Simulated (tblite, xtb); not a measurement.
H8LiO4 (SMILES [OH2]->[Li+](<-[OH2])(<-[OH2])<-[OH2]), charge +1, singlet, at a GFN2-xTB geometry (such geometries of metal compounds can be far from the true shape). Base run: GFN1-xTB run with xtb.

Input for xtb:
```
$ xtb mol.xyz --gfn 1 --chrg 1 --json

# file mol.xyz
13

Li    -0.00000000    -0.00000000     0.00000000
O      1.56474128    -0.33763891    -0.97885944
H      1.81743891     0.06481306    -1.81266588
H      2.29587622    -0.91209539    -0.74108161
O      0.45257509     0.32010193     1.79256566
H      1.15256609     0.88211730     2.13204786
H      0.05001919    -0.08104729     2.56592516
O     -0.87446830     1.50184443    -0.70735395
H     -1.37706481     1.56104858    -1.52282219
H     -0.94335988     2.36896344    -0.30187222
O     -1.14284807    -1.48430744    -0.10635227
H     -2.07137750    -1.53107049     0.13185595
H     -0.92409821    -2.35272921    -0.45138705
```

Programs used: tblite, xtb; a row that names a program was run with it.

Each row names what was changed in the base input (with any setting that the change needs).

| change | ΔE vs base (mEh) | HOMO-LUMO gap (eV) | G_solv (kcal/mol) | SCF cycles |
|---|---|---|---|---|
| base | 0.000 | 8.78 | - | 7 |
| acc = 0.1 | 0.000 | 8.78 | - | 8 |
| etemp = 5000 | -0.006 | 8.78 | - | 7 |
| file = coord | 0.000 | 8.78 | - | 7 |
| alpb = benzene | -68.943 | 8.83 | -43.43 | 8 |
| gbsa = toluene | -62.834 | 8.79 | -39.45 | 8 |
| program = tblite; method = gfn1; option = --grad | 0.000 | - | - | - |
| etemp = 10000 | -2.546 | 8.81 | - | 7 |

ALPB and GBSA are two models with their own fitted parameters for each solvent, which aren't always the measured dielectric constant.
